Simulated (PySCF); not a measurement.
Br3Ge, multiplicity 2. Atoms are numbered in the order given.

```xyz
4

Ge     0.0000     0.0000     0.6111
Br     1.8668    -1.0778    -0.1863
Br    -1.8668    -1.0778    -0.1863
Br     0.0000     2.1557    -0.1863
```
Charge 0, spin multiplicity 2.

Coordinates come from a ωB97X-D3(BJ)/def2-SVP optimisation.

All values below come from ωB97X/def2-TZVP (PySCF).

ESP charges are fitted to the potential on shells at 1.4 to 2.0 van der Waals radii. Atomic charges (e):

```
atom  meta-Löwdin  ESP fit  Mulliken spin
----  -----------  -------  -------------
Ge1          0.60     0.22           0.53
Br2         -0.20    -0.07           0.16
Br3         -0.20    -0.07           0.16
Br4         -0.20    -0.07           0.16
```
